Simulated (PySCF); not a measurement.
Compound: C4H3ClF2Si.
Atom-mapped SMILES: `[F:1][C:2]1=[CH:3][CH:4]=[CH:5][Si@:6]1([F:7])[Cl:8]` (hydrogens: H9 on C3; H10 on C4; H11 on C5)

Computed geometry: GFN2-xTB, gas phase.

(1) What internal coordinates does the optimisation give?

Answers

(1) 
| bond | length (pm) | order |
| --- | --- | --- |
| F1–C2 | 134.3 | single |
| C2=C3 | 133.7 | double |
| C3–C4 | 145.9 | single |
| C4=C5 | 134.0 | double |
| C5–Si6 | 188.3 | single |
| Si6–F7 | 161.4 | single |
| Si6–Cl8 | 199.0 | single |
| C2–Si6 | 190.5 | single |
| C3–H9 | 107.7 | single |
| C4–H10 | 107.9 | single |
| C5–H11 | 107.6 | single |

Orders are formal, as drawn. A selection of angles:
| angle | degrees |
| --- | --- |
| F1–C2–C3 | 122.5 |
| F1–C2–Si6 | 126.8 |
| C3–C2–Si6 | 110.6 |
| C2–C3–C4 | 114.5 |
| C3–C4–C5 | 117.4 |
| C4–C5–Si6 | 109.6 |
| C5–Si6–F7 | 112.5 |
| C5–Si6–Cl8 | 120.0 |
| F7–Si6–Cl8 | 107.2 |
| C2–Si6–C5 | 87.9 |
| C2–Si6–F7 | 110.9 |
| C2–Si6–Cl8 | 117.4 |

Dihedral angles: F1–C2–C3–C4 180° (antiperiplanar); C2–C3–C4–C5 1° (synperiplanar); C3–C4–C5–Si6 0° (synperiplanar); C4–C5–Si6–F7 -112° (anticlinal); F1–C2–Si6–C5 179° (antiperiplanar).

Si6 (fluorine-bound silicon) has angles from 87.9° to 120.0°. The C–C distances run from 1.337 Å (C2=C3, drawn double) to 1.459 Å (C3–C4, drawn single), a spread of 0.122 Å. The 2 C–Si bonds span 1.883 Å (C5–Si6, drawn single) to 1.905 Å (C2–Si6, drawn single), a spread of 0.022 Å. The 5-membered ring C2–C3–C4–C5–Si6 has internal angles of 87.9° to 117.4° (sum 540°, against 540° for a flat polygon); it is planar, 0.00 Å rms from its mean plane, widest ring torsion 1°.

Point group: C1 (no symmetry element, even within 0.4 Å). Not checked by GFN2-xTB frequencies.
